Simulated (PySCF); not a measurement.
Stationary points of SbH5

Computed with PySCF, PBE0, basis Sb def2-TZVP with ECP28, H def2-TZVP (scalar-relativistic core potentials, no spin–orbit coupling, density fitting).

Relaxations began from a few typed shapes. The search is not exhaustive: other isomers or separated fragments can lie lower, and high-lying points may rest on an excited occupation.

Order these stationary points by electronic energy, lowest first, in kJ/mol from the lowest minimum.
A. singlet D3h: Sb–H 1.710 Å (×3), Sb–H 1.771 Å (×2); H–Sb–H 90.0° (×6), H–Sb–H 120.0° (×3), H–Sb–H 180.0°
B. singlet C4v: Sb–H 1.677 Å, Sb–H 1.751 Å (×4); H–Sb–H 87.7° (×4), H–Sb–H 101.5° (×4), H–Sb–H 156.9° (×2)

A (0.0), B (8.8).

Which of them are minima?

By energy in kJ/mol, 0.0: minimum; 8.8: saddle point, 1 imaginary mode.

Counting electrons, antimony keeps none of its valence electrons outside its bonds, so the VSEPR class is AX5 and the expected shape is trigonal bipyramidal (D3h), as computed.
